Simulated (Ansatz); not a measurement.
`CO[SiH2]Br` → `OC([SiH3])Br`  (isomerisation)

Isolated molecules relaxed with PBE0-D4/def2-TZVP in Ansatz; ΔE leaves out vibrations. CCSD(T)/CBS adds triple-zeta CCSD(T) − MP2 to the extrapolated MP2 energy (def2 sets, frozen cores). Functionals use def2-TZVPP. For Br outer-core shells are correlated without core-valence functions, which leaves a few kJ/mol of doubt a bond. Scalar relativity is left out up to krypton. One conformer a species, not always the lowest.

`CO[SiH2]Br`:

Z-matrix (Å, degrees):
```
C
O 1 1.413
H 1 1.096 2 111.4
H 1 1.090 2 108.0 3 -119.4
H 1 1.094 2 110.8 3 121.4
Si 2 1.626 1 124.5 3 -52.3
Br 6 2.226 2 111.1 1 -61.8
H 6 1.483 2 111.4 1 55.9
H 6 1.474 2 106.9 1 180.0
```

`OC([SiH3])Br`:

```xyz
9

O    -0.261   -1.632   -0.137
C     0.415   -0.451   -0.318
Si   -0.413    0.949    0.661
Br    0.394    0.135   -2.235
H     0.210   -2.350   -0.575
H     1.487   -0.533   -0.125
H    -1.803    1.110    0.178
H     0.376    2.184    0.447
H    -0.405    0.589    2.104
```

CCSD(T)/CBS gives +248.2 kJ/mol.

Question: Another level gave +246.3 kJ/mol. Which?
A. revPBE/def2-TZVPP
B. RPA@PBE/def2-TZVPP
C. r2SCANh/def2-TZVPP
D. r2SCAN0/def2-TZVPP

Answer: C. r2SCANh 246.3, r2SCAN0 251.0, RPA@PBE/def2-TZVPP 235.9, revPBE 225.2 kJ/mol.

Question: What do rigid-rotor, harmonic-oscillator terms from PBE0-D4/def2-TZVP frequencies (298.15 K, 1 bar) make of the CCSD(T)/CBS value? (Best estimate.)

Answer: Computed: ΔZPE = -9.9 kJ/mol, ΔH = +238.0 kJ/mol, ΔS = -9 J/(mol·K), ΔG = +240.6 kJ/mol.

Largest T1 diagnostic among the species: 0.010.

From BLYP to BHLYP (50 % exact exchange), in def2-TZVPP and without D4, ΔE moves by +26.5 kJ/mol. In def2-TZVPP, CCSD(T) changes the Hartree–Fock value by −29.8 kJ/mol (the triples alone add −5.7 kJ/mol) and MP2 by −22.2 kJ/mol.

CCSD(T)/CBS has its own doubt, a few kJ/mol and more with outer-core shells, so smaller differences from it don't rank the levels.
